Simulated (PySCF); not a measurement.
Species: C5H10O2.
Numbering: `[CH2:1]=[CH:2][C@@H:3]([CH2:4][OH:5])[O:6][CH3:7]` (hydrogens: H8, H9 on C1; H10 on C2; H11 on C3; H12, H13 on C4; H14 on O5; H15, H16, H17 on C7)

Computed geometry: GFN2-xTB, gas phase.

Q: Give the optimised bond lengths and angles.

A: 
```json
{"bond": "C1=C2", "length (Å)": "1.319"}
{"bond": "C2–C3", "length (Å)": "1.503"}
{"bond": "C3–C4", "length (Å)": "1.541"}
{"bond": "C4–O5", "length (Å)": "1.399"}
{"bond": "C3–O6", "length (Å)": "1.424"}
{"bond": "O6–C7", "length (Å)": "1.404"}
{"bond": "C1–H8", "length (Å)": "1.078"}
{"bond": "C1–H9", "length (Å)": "1.077"}
{"bond": "C2–H10", "length (Å)": "1.081"}
{"bond": "C3–H11", "length (Å)": "1.102"}
{"bond": "C4–H12", "length (Å)": "1.100"}
{"bond": "C4–H13", "length (Å)": "1.092"}
{"bond": "O5–H14", "length (Å)": "0.966"}
{"bond": "C7–H15, C7–H16, C7–H17", "length (Å)": "1.094"}
```

Bonds in one row agree within 0.01 Å and their mean is given. A selection of angles:
```json
{"angle": "C2–C1–H8", "degrees": "121.8"}
{"angle": "C2–C1–H9", "degrees": "121.9"}
{"angle": "H8–C1–H9", "degrees": "116.3"}
{"angle": "C1–C2–C3", "degrees": "124.2"}
{"angle": "C1–C2–H10", "degrees": "121.5"}
{"angle": "C3–C2–H10", "degrees": "114.3"}
{"angle": "C2–C3–C4", "degrees": "110.5"}
{"angle": "C2–C3–O6", "degrees": "111.9"}
{"angle": "C2–C3–H11", "degrees": "110.1"}
{"angle": "C4–C3–O6", "degrees": "105.3"}
{"angle": "C4–C3–H11", "degrees": "109.3"}
{"angle": "O6–C3–H11", "degrees": "109.7"}
{"angle": "C3–C4–O5", "degrees": "111.7"}
{"angle": "C3–C4–H12", "degrees": "108.3"}
{"angle": "C3–C4–H13", "degrees": "110.0"}
{"angle": "O5–C4–H12", "degrees": "110.5"}
{"angle": "O5–C4–H13", "degrees": "107.0"}
{"angle": "H12–C4–H13", "degrees": "109.2"}
{"angle": "C4–O5–H14", "degrees": "106.7"}
{"angle": "C3–O6–C7", "degrees": "113.9"}
{"angle": "O6–C7–H15", "degrees": "106.3"}
{"angle": "O6–C7–H16", "degrees": "111.7"}
{"angle": "H15–C7–H16", "degrees": "109.6"}
```

Torsions: C1–C2–C3–C4 121° (anticlinal); C2–C3–C4–O5 63° (synclinal); C2–C3–O6–C7 68° (synclinal); H14–O5–C4–C3 50° (synclinal).

The 3 C–O bonds span 1.399 Å (C4–O5, drawn single) to 1.424 Å (C3–O6, drawn single), a spread of 0.025 Å. Of the pairs four or more bonds apart, those above aside, C2···H16 is among the closest relative to their van der Waals radii: 2.65 Å, 92 % of the sum of Bondi's values. H14 on O5 lies 2.28 Å from O6, 4 bonds away (angle at H 109°; Bondi radii sum to 2.72 Å). The C–C distances run from 1.319 Å (C1=C2, drawn double) to 1.541 Å (C3–C4, drawn single), a spread of 0.222 Å.

Point group: C1 (no symmetry element, even within 0.4 Å). GFN2-xTB frequencies: not computed here. One conformer, not necessarily the lowest (C1–C2–C3–C4 121°, C2–C3–C4–O5 63°, C3–C4–O5–H 50°, C2–C3–O6–C7 68°).
